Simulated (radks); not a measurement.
Results of a calculation; reference values are marked as such.
Species: Ni III. Configuration: [Ar] 3d7 4p1 (not the ground configuration).

Level of theory: scalar-relativistic Kohn-Sham, LDA (Slater exchange, Perdew-Wang correlation), spin-polarised, spherical densities, finite nucleus; open shells are filled with parallel spins first; Fermi nuclear charge, rms radius 3.7757 fm (a radial shooting solver on a logarithmic mesh with Libxc functionals).

Energy parts (eV):
part                      energy
total                 -41267.954
kinetic                41825.008
electron-nucleus      -98400.578
Hartree                16939.186
exchange-correlation   -1631.569

Orbitals (lengths in bohr, moments of r in powers of bohr; r(max) is where P^2 peaks):
orbital,occ.,eigenvalue (eV),<r^4>,<1/r>,<r>,r(max)
1s up,1,-8223.938,0.00004006,28.04,0.05418,0.03546
1s down,1,-8223.869,0.00004005,28.05,0.05418,0.03546
2s up,1,-1009.981,0.008815,6.054,0.2456,0.2050
2s down,1,-1008.042,0.008774,6.061,0.2453,0.2049
2p up,3,-874.0587,0.006609,5.949,0.2157,0.1649
2p down,3,-872.5445,0.006568,5.955,0.2154,0.1648
3s up,1,-140.6499,0.6327,1.932,0.7362,0.6384
3s down,1,-137.0608,0.6417,1.924,0.7384,0.6392
3p up,3,-101.1909,0.8469,1.792,0.7694,0.6441
3p down,3,-97.6731,0.8653,1.783,0.7728,0.6453
3d up,5,-38.0400,2.571,1.456,0.9013,0.6148
3d down,2,-34.6453,2.832,1.437,0.9175,0.6196
4p up,1,-18.4370,92.90,0.4977,2.606,2.257
4p down,0,-16.6785,109.5,0.4812,2.697,2.305

The highest occupied level is 4p up at -18.437 eV. Spin moment in Bohr magnetons: 4. The density falls to 0.001 e/bohr^3 at r = 3.72 bohr. The spin density at the nucleus is -0.982 e/bohr^3 (1s -0.142, 2s -1.944, 3s 1.104). Summed over all electrons, <r^2> = 21.03 bohr^2, which gives a Langevin (diamagnetic) susceptibility term of -16.7 x 10^-6 cm^3/mol.
